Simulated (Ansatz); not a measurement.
Ansatz (a first-principles code) input (CCSD(T)/def2-TZVPPD):
A basis named .json is the Basis Set Exchange file of that set.

Ansatz 0.2 input:
```yaml
crystal:
  periodic: [false, false, false]
  atoms:
    - {symbol: In, position_ang: [-0.00000000, -0.00000000, -1.45502438]}
    - {symbol: I, position_ang: [0.00000000, 0.00000000, 1.34521122]}
basis:
  gaussian:
    orbitals: def2-TZVPPD.json
magnetization: {spin_polarized: true, initial_magnetization: 2}
correlation: {method: ccsd_t, electrons: outside_noble_gas}
```

Output:

```
Functional definition: HF
integrals: 0.30 GiB planned
1045 factors; integrals over basis functions are off by at most 4.5e-4 eV
mean field: 0.58 GiB planned
mean field evaluation 1: about -13220.5471 eV, gradient 6.3e0 eV
mean field evaluation 2: about -13220.5581 eV, gradient 6.3e0 eV
mean field evaluation 4: about -13221.3099 eV, gradient 1.9e0 eV
mean field evaluation 8: about -13221.4155 eV, gradient 5.0e-1 eV
mean field evaluation 16: about -13221.4344 eV, gradient 2.1e-6 eV
mean field evaluation 32: about -13221.4369 eV, gradient 5.2e-1 eV
mean field evaluation 64: about -13220.2887 eV, gradient 7.6e-1 eV
mean field evaluation 96: about -13220.2583 eV, gradient 1.1e-1 eV
mean field evaluation 128: about -13220.8425 eV, gradient 4.7e0 eV
mean field evaluation 160: about -13219.9204 eV, gradient 7.3e0 eV
mean field evaluation 192: about -13220.2584 eV, gradient 7.2e-4 eV
mean field evaluation 224: about -13220.1095 eV, gradient 7.2e-4 eV
mean field evaluation 256: about -13218.5690 eV, gradient 5.2e-2 eV
mean field evaluation 288: about -13218.5696 eV, gradient 8.3e-4 eV
mean field evaluation 320: about -13217.9344 eV, gradient 3.6e-4 eV
mean field evaluation 352: about -13217.6992 eV, gradient 3.8e-2 eV
mean field evaluation 384: about -13218.4380 eV, gradient 6.3e0 eV
mean field evaluation 416: about -13221.4344 eV, gradient 2.4e-3 eV
mean field evaluation 448: about -13220.2584 eV, gradient 1.1e-3 eV
mean field evaluation 480: about -13220.1095 eV, gradient 3.6e-3 eV
mean field evaluation 512: about -13218.5078 eV, gradient 1.4e0 eV
mean field evaluation 544: about -13218.5696 eV, gradient 1.3e-2 eV
mean field evaluation 576: about -13217.9344 eV, gradient 8.4e-2 eV
mean field evaluation 608: about -13217.9344 eV, gradient 7.7e-3 eV
mean field evaluation 640: about -13216.8163 eV, gradient 7.4e0 eV
mean field evaluation 672: about -13217.1701 eV, gradient 8.9e0 eV
mean field evaluation 704: about -13221.4336 eV, gradient 1.0e-1 eV
mean field evaluation 736: about -13219.1629 eV, gradient 1.9e0 eV
mean field evaluation 768: about -13220.1068 eV, gradient 3.9e-1 eV
mean field evaluation 800: about -13217.2820 eV, gradient 1.1e1 eV
mean field evaluation 832: about -13218.1543 eV, gradient 1.5e0 eV
mean field evaluation 864: about -13215.5147 eV, gradient 1.2e1 eV
mean field -13221.43444592 eV, -485.8787540774 hartree, gradient 2.1e-6 eV, S^2 2.027160; 12 other end points of the search recorded, 0 dependent functions left out
determinant -13221.43444592 eV, -485.8787540774 hartree, with singles and doubles -13226.39723113 eV, -486.0611330701 hartree
determinant -13220.25843021 eV, -485.8355362971 hartree, with singles and doubles -13225.24572388 eV, -486.0188159591 hartree
determinant -13220.10949220 eV, -485.8300629261 hartree, with singles and doubles -13225.11597221 eV, -486.0140476732 hartree
determinant -13219.51550163 eV, -485.8082341756 hartree, with singles and doubles -13224.69093007 eV, -485.9984276626 hartree
determinant -13218.56963093 eV, -485.7734740682 hartree, with singles and doubles -13223.77571924 eV, -485.9647942849 hartree
18 core orbitals not correlated
reference -13221.43444592 eV, -485.8787540774 hartree; 6, 4 occupied and 91, 93 virtual orbitals, 1045 factors
second order -4.38299253 eV of doubles, -0.00000000 eV of singles
coupled cluster: 0.59 GiB planned
cycle   1  -4.94305025 eV  change   -1.6e-1 eV  update   1.8e-2
cycle   2  -4.95250627 eV  change   -9.5e-3 eV  update   5.3e-3
cycle   3  -4.95419645 eV  change   -1.7e-3 eV  update   2.8e-3
cycle   4  -4.95585684 eV  change   -1.7e-3 eV  update   1.5e-3
cycle   5  -4.95644925 eV  change   -5.9e-4 eV  update   7.2e-4
cycle   6  -4.95661864 eV  change   -1.7e-4 eV  update   2.9e-4
cycle   7  -4.95663417 eV  change   -1.6e-5 eV  update   1.1e-4
cycle   8  -4.95662759 eV  change    6.6e-6 eV  update   4.5e-5
cycle   9  -4.95662121 eV  change    6.4e-6 eV  update   1.7e-5
cycle  10  -4.95661961 eV  change    1.6e-6 eV  update   6.4e-6
perturbative correction -0.22171995 eV, -0.0081480580 hartree
Total energy: -13226.61278549 eV, -486.0690545465 hartree
```

This is an excited triplet: at this geometry the singlet lies 2.95 eV lower at CCSD(T)/CBS(def2-TZVPPD,def2-QZVPPD).
